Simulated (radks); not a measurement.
The mean radii <r> (bohr) of the occupied orbitals of an atom or ion are listed with their occupations. Method: Dirac Kohn-Sham, BP86, spin-unpolarised, spherical densities, finite nucleus; Fermi nuclear charge, rms radius of each element as measured or else 0.836 A^(1/3) + 0.57 fm; computed with a radial shooting solver on a logarithmic mesh with Libxc functionals.

orbital  occ.      <r>
1s1/2       2  0.02971
2s1/2       2   0.1281
2p1/2       2   0.1084
2p3/2       4   0.1137
3s1/2       2   0.3483
3p1/2       2   0.3393
3p3/2       4   0.3504
3d3/2       4   0.3222
3d5/2       6   0.3257
4s1/2       2   0.8435
4p1/2       2   0.8928
4p3/2       4   0.9215
4d3/2       4    1.101
4d5/2       5    1.113

Name the element and its charge. Open shells, if any, fill j = l - 1/2 first.

Answer. Z = 49, indium, charge +4: In4+ in [Kr] 4d9. The 1s radius gives Z: for a bare nucleus <r> = (2 gamma + 1)/(2Z) with gamma = sqrt(1 - (Z/c)^2), 0.02926 bohr for Z = 49, and screening makes it slightly larger (0.02971 here). The occupations add up to 45, and the charge is Z minus that.
